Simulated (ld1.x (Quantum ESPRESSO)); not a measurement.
**Plane-wave convergence, ultrasoft potential for zinc (Zn)**

Zn, ultrasoft, made with ld1.x (Quantum ESPRESSO) 7.5 (PBEsol, scalar-relativistic). Core [Ne] 3s2, reference 3p6 3d10 4s2 4p0. Waves: 4s (bound): rcut 2.05, rcutus 2.25 bohr; 4s channel at 0.45 Ry: rcut 2.05, rcutus 2.25 bohr; 3p (bound): rcut 1.30, rcutus 1.40 bohr; 4p (bound, empty): rcut 1.30, rcutus 1.40 bohr; 3d (bound): rcut 0.85, rcutus 0.95 bohr; 3d channel at 3.55 Ry: rcut 0.85, rcutus 0.95 bohr; 4f channel at 0.1 Ry: rc 1.85 bohr. Local part: the f channel. Core correction: none. Augmentation charge: PSQ, inside the norm-conserving radii.

The pseudo-atom Hamiltonian at the reference potential is diagonalised in spherical Bessel functions j_l(qr) that vanish at 20 bohr, with q² up to the cutoff. All-electron valence levels (Ry): 4s -0.4408, 3p -6.1192, 4p -0.0790, 3d -0.7474.

Problem. How do the lowest levels (Ry) of each channel move with the cutoff, and are there ghosts?

Solution.

```csv
cutoff (Ry),s #1,s #2,p #1,p #2,d #1,f #1,Σ f·Δε (mRy)
8,-0.4408,0.0073,-4.4928,-0.0139,0.0672,0.1149,17904.7
15,-0.4408,0.0073,-5.7922,-0.0324,0.0671,0.1149,10107.0
25,-0.4408,0.0073,-6.0747,-0.0414,0.0664,0.1149,8404.5
35,-0.4408,0.0073,-6.1145,-0.0477,0.0662,0.1149,8164.7
50,-0.4408,0.0073,-6.1184,-0.0634,0.0660,0.1149,8138.7
70,-0.4408,0.0073,-6.1190,-0.0782,-0.2483,0.1149,4992.2
100,-0.4408,0.0073,-6.1191,-0.0788,-0.7331,0.1149,143.5
140,-0.4408,0.0073,-6.1192,-0.0790,-0.7459,0.1149,15.8
180,-0.4408,0.0073,-6.1192,-0.0790,-0.7470,0.1149,4.5
260,-0.4408,0.0073,-6.1192,-0.0790,-0.7473,0.1149,1.1
400,-0.4408,0.0073,-6.1192,-0.0790,-0.7474,0.1149,0.0
```

Result: no extra level below or beside the all-electron valence levels (s, p, d, f tested); 10 mRy is reached at 180 Ry and 1 mRy at 300 Ry.

Test run stopped at test 3 of 7 (negative rho).
